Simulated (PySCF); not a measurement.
Cost of one run: geometry optimisation, `[BH3-]P(=S)(C(C)(C)C)C(C)(C)C`.

Method: PBE0-D3(BJ)/def2-SVP geometry optimisation, gas phase (PySCF 2.14.0). Work: geometry optimisation from a GFN2-xTB start, density fitting. The input is one job of a driver script: a line of settings, then coordinates in Å.

Command:
```bash
OMP_NUM_THREADS=1 python probes_run.py task.json out
```

Input:
```
{"job": {"xc": "PBE0", "basis": "def2-SVP", "d3": "d3bj", "grid": 1, "kind": "geom"}, "charge": -1, "multiplicity": 1}
B     -0.002217     2.166933    -1.277491
P      0.051518     0.922506     0.242338
S      0.218251     1.703994     2.047020
C     -1.553191    -0.137882     0.254703
C     -2.630158     0.837001     0.732704
C     -1.922678    -0.608903    -1.148514
C     -1.492069    -1.306798     1.231752
C      1.553113    -0.271079     0.064782
C      2.708862     0.702915    -0.173965
C      1.847849    -1.059507     1.337859
C      1.437852    -1.202303    -1.136066
H     -1.105447     2.645855    -1.288612
H      0.830018     3.000953    -1.055884
H      0.226180     1.555717    -2.291304
H     -2.403699     1.180375     1.740982
H     -3.613349     0.359751     0.735002
H     -2.662290     1.706519     0.078079
H     -1.852656     0.223574    -1.844255
H     -2.948177    -0.987830    -1.157366
H     -1.268163    -1.404207    -1.495550
H     -2.495924    -1.696801     1.418188
H     -0.883041    -2.121606     0.844077
H     -1.073350    -0.968548     2.178739
H      3.661569     0.171894    -0.247511
H      2.767499     1.411739     0.652092
H      2.544619     1.263764    -1.091253
H      1.187000    -1.915408     1.450533
H      1.723912    -0.408492     2.202996
H      2.876845    -1.425751     1.324685
H      0.742924    -2.018095    -0.942975
H      1.100060    -0.647239    -2.008610
H      2.413117    -1.641438    -1.362155
```

Hardware: one thread of an Intel Xeon Platinum 8488C (shared host). PySCF's memory limit was set to 2400 MB.

Task: How large is the basis?

Result: 267 functions.

Task: Estimate the wall time.

Result: About 9.3 min. The run took 7 energy-and-gradient evaluations and 44 SCF cycles, 80 s an evaluation on average.

Task: Estimate the peak memory.

Result: About 1.8 GiB. Peak memory is the resident size of the whole Python process, interpreter and libraries included.

The output:
```
step   0  E = -1080.84857323  max force = 0.018408
step   1  E = -1080.85335550  max force = 0.004980
step   2  E = -1080.85361025  max force = 0.001776
step   3  E = -1080.85365285  max force = 0.000711
step   4  E = -1080.85368394  max force = 0.000834
step   5  E = -1080.85370062  max force = 0.000736
step   6  E = -1080.85371532  max force = 0.000330
optimisation converged
```

Energies in Eh; «max force» is the largest Cartesian gradient component in Eh/bohr.

Other jobs ran on the host; a repeat could differ by tens of per cent or more.

The run converged: final energy -1080.85372 Eh after 6 steps.
